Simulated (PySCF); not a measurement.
C4H9AsGe.
Geometry (PBE0-D3(BJ)/def2-SVP, Å), atoms numbered from 1 in this order:
```xyz
15
C4H9AsGe angstrom
C      3.2906   -0.1768    0.4509
C      1.9133   -0.2494   -0.0026
C      0.7595   -0.3122   -0.3912
Ge    -1.0554   -0.3339   -0.9449
C     -2.1123   -1.3681    0.3277
As    -1.9371    1.9270   -1.0777
H      3.9889   -0.4142   -0.3670
H      3.5333    0.8323    0.8197
H      3.4769   -0.8886    1.2703
H     -1.1345   -0.9560   -2.3538
H     -2.0524   -0.9082    1.3243
H     -1.7231   -2.3945    0.3902
H     -3.1652   -1.4020    0.0132
H     -0.7094    2.4180   -1.8370
H     -1.3195    2.2930    0.2682
```

Computed with PBE0-D3(BJ)/def2-SVP geometry optimisation, gas phase in PySCF.

Take the most abundant isotopes and a rigid rotor. The values belong to one conformer with, in the numbering `[CH3:1][C:2]#[C:3][Ge@@H:4]([CH3:5])[AsH2:6]`, C3–Ge4–As6–H 47° and -45°.

Question: What are A, B and C (GHz)?

Answer: Ia = 248.27, Ib = 652.45, Ic = 836.18 u·Å²; 505379 MHz·u·Å²/I gives 2036, 774.6 and 604.4 MHz, that is A = 2.0356, B = 0.7746, C = 0.6044 GHz.

Question: Classify the top.

Answer: An asymmetric top: κ = (2 × 774.6 − 2036 − 604.4)/(2036 − 604.4) = -0.76.

Question: Is it planar, by Δ = Ic − Ia − Ib?

Answer: Not planar: Δ = Ic − Ia − Ib = -64.54 u·Å². For a rigid frame Δ = −2 Σ m c², so Σ m c² = 32.27 u·Å² lies off the ab plane: 12.53 from hydrogen and 19.74 from heavier atoms. The atom farthest from that plane is 1.95 Å away.

Question: Which types of transition are allowed, and where do some lines up to J = 2 fall?

Answer: The dipole components are |μa| = 1.56 D, |μb| = 0.03 D, |μc| = 0.62 D. The squared components, which scale the intensities, stand as 1.00 : 0.00 : 0.16 (a : b : c). Some lines, for components of 0.1 D or more:

| type | branch | J(Ka,Kc) | MHz | lower level (cm⁻¹) |
| --- | --- | --- | --- | --- |
| a | Q | 2(1,1) ← 2(1,2) | 511 | 0.174 |
| c | Q | 2(1,2) ← 2(0,2) | 1107 | 0.137 |
| c | Q | 1(1,1) ← 1(0,1) | 1261 | 0.046 |
| a | R | 1(0,1) ← 0(0,0) | 1379 | 0.000 |
| a | R | 2(1,2) ← 1(1,1) | 2588 | 0.088 |
| a | R | 2(0,2) ← 1(0,1) | 2742 | 0.046 |
| c | R | 1(1,0) ← 0(0,0) | 2810 | 0.000 |
| a | R | 2(1,1) ← 1(1,0) | 2928 | 0.094 |
| c | Q | 2(2,1) ← 2(1,1) | 3783 | 0.191 |
| c | R | 2(1,1) ← 1(0,1) | 4359 | 0.046 |
| c | R | 2(2,0) ← 1(1,0) | 6727 | 0.094 |
| c | R | 2(2,1) ← 1(1,1) | 6881 | 0.088 |

Question: Estimate the classical rotational partition function at 10 K, 100 K and 298.15 K.

Answer: Point group C1, symmetry number σ = 1; q = (√π/σ)·√((kT/h)³/(ABC)), k/h = 20836.6 MHz/K: 5460 at 10 K, 173000 at 100 K, 889000 at 298.15 K.

Not checked by PBE0-D3(BJ)/def2-SVP frequencies. No vibrational averaging or centrifugal distortion is included, and the geometry carries the error of its method. A rigid rotor knows nothing of internal rotation, which can split or shift real lines. Quadrupole hyperfine structure (75As) is left out.

The run took 2.2 min on one thread of an x86-64 server (shared host). This is the geometry optimisation.
